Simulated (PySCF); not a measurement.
Computed shifts of a molecule CH10FNSi3, PySCF with PBE/pcSseg-1, GIAO, gas phase, atoms alike by connectivity averaged where their shifts nearly agree, in ppm (number of nuclei): ¹⁹F: -245.4 (1). ²⁹Si: 11.0 (1), -26.7 (1), -52.4 (1). ¹³C: 10.0 (1). ¹⁵N: 15.3 (1). ¹H: 5.81 (1), 5.68 (1), 5.36 (2), 5.17 (3), 1.20 (1), 0.25 (1), -0.11 (1). References: ¹⁹F against CFCl3 (σ = 133.6 ppm); ²⁹Si against TMS (σ = 335.4 ppm); ¹³C against TMS (σ = 182.0 ppm); ¹⁵N against NH3 (σ = 267.0 ppm); ¹H against TMS (σ = 31.49 ppm), references at their B3LYP-D3(BJ)/def2-TZVP geometries, non-relativistic. The structure is a stationary point at r2SCAN-D4/def2-SVP. One conformer was computed; it need not be the lowest.

Pick the molecule that these values belong to.
(A) N[Si]([SiH3])([SiH3])CF
(B) CN[Si@H]([SiH3])[SiH2]F
(C) FC[Si@H]([SiH3])N[SiH3]
(D) F[SiH2]C[SiH2]N[SiH3]

D, F[SiH2]C[SiH2]N[SiH3]
